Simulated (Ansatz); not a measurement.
`[F][SnH]([SH])[Cl]` + H₂ → `[F][SnH2][SH]` + HCl at 500 K and 1 bar (hydrogenolysis of the Sn–Cl bond).

Gas-phase electronic energies from Ansatz, PBE0-D4/def2-TZVP geometries. CCSD(T)/CBS adds triple-zeta CCSD(T) − MP2 to the extrapolated MP2 energy (def2 sets, frozen cores). This one scheme is used for every species. Elements past krypton have def2 core potentials. For Sn outer-core shells are correlated without core-valence functions, which leaves a few kJ/mol of doubt a bond. Each species was taken in one conformer, which may not be the lowest.

```csv
species,CCSD(T)/CBS energy (Eh),H − E (kJ/mol),S (J/(mol·K))
`[F][SnH]([SH])[Cl]`,-1172.67563,91.6,413.7
H₂,-1.17544,41.0,145.5
`[F][SnH2][SH]`,-713.44162,100.7,369.2
HCl,-460.38127,32.5,201.9
```

H − E and S are ideal-gas, rigid-rotor, harmonic terms from PBE0-D4/def2-TZVP, for one conformer and one mirror image of each species. The MP2-based limit puts H₂ 0.8 mEh under its directly extrapolated value; such offsets cancel only in part. 1 Eh = 2625.50 kJ/mol, R = 8.31446 J/(mol·K).

Question: By hand: ΔE, ΔH, ΔS and ΔG.

Answer: ΔE = (-713.44162) + (-460.38127) − (-1172.67563) − (-1.17544) = 0.02818 Eh = 74.0 kJ/mol. Δ(H − E) = 100.7 + 32.5 − 91.6 − 41.0 = 0.6, so ΔH = 74.6 kJ/mol. ΔS = 369.2 + 201.9 − 413.7 − 145.5 = 11.9 J/(mol·K). ΔG = 74.6 − 500 × (11.9)/1000 = 68.6 kJ/mol.

Question: By hand: the equilibrium constant, and the temperature at which ΔG would vanish if ΔH and ΔS stayed fixed.

Answer: log₁₀ K = −ΔG/(RT ln 10) = -7.2. ΔG = 0 at ΔH/ΔS = 6269 K, far beyond where these terms or the molecules hold.

The number of gas molecules stays the same, so ΔS is small and ΔH decides. A doubt of 5 kJ/mol in ΔE shifts log₁₀ K by 0.5 here. Other conformers and mirror images would add mixing entropy, several J/(mol·K) or more a flexible species. These are equilibria of isolated gas molecules and say nothing of rates. Largest T1 diagnostic: 0.013 (customary marks: 0.02 for closed shells, 0.045 for open ones).
